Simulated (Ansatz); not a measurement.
`[NH]=[Nb]([NH2])([NH2])[Cl]` and `[NH]=[V]([NH2])([NH2])[Cl]` differ in one element.

Ansatz, PBE0-D4/def2-TZVP geometries, multiplicity 1. Each molecule was computed in one conformer, which needn't be the lowest.

Elements past krypton have def2 core potentials. Scalar relativity is left out up to krypton.

| property | `[NH]=[Nb]([NH2])([NH2])[Cl]` |
| --- | --- |
| size of the dipole moment (PBE/def2-TZVPP) / D | 3.11 |
| LUMO energy (ωB97M-V/def2-TZVPP) / eV | 0.90 |
| HOMO–LUMO gap (PBE0/def2-TZVPP) / eV | 6.48 |
| LUMO energy (B3LYP/def2-TZVPP) / eV | -1.18 |
| size of the dipole moment (ωB97M-V/def2-TZVPP) / D | 3.08 |
| HOMO–LUMO gap (PBE/def2-TZVPP) / eV | 4.32 |

Question: What does the change do to each property? (An estimate is asked.)

Answer: Ansatz gave: 
| property | `[NH]=[V]([NH2])([NH2])[Cl]` | shift |
| --- | --- | --- |
| size of the dipole moment (PBE/def2-TZVPP) / D | 3.17 | 0.06 |
| LUMO energy (ωB97M-V/def2-TZVPP) / eV | 0.32 | -0.58 |
| HOMO–LUMO gap (PBE0/def2-TZVPP) / eV | 5.42 | -1.06 |
| LUMO energy (B3LYP/def2-TZVPP) / eV | -2.10 | -0.92 |
| size of the dipole moment (ωB97M-V/def2-TZVPP) / D | 3.28 | 0.20 |
| HOMO–LUMO gap (PBE/def2-TZVPP) / eV | 3.28 | -1.04 |

With PBE0 the HOMO rises by 0.16 eV and the LUMO falls by 0.89 eV, so the gap narrows by about 1.05 eV. PBE moves the HOMO by 0.10 eV and ωB97M-V by 0.22 eV. Dipoles are sizes alone; their direction can turn.

B3LYP here is the variant with VWN-RPA as its local correlation; programs differ in this.
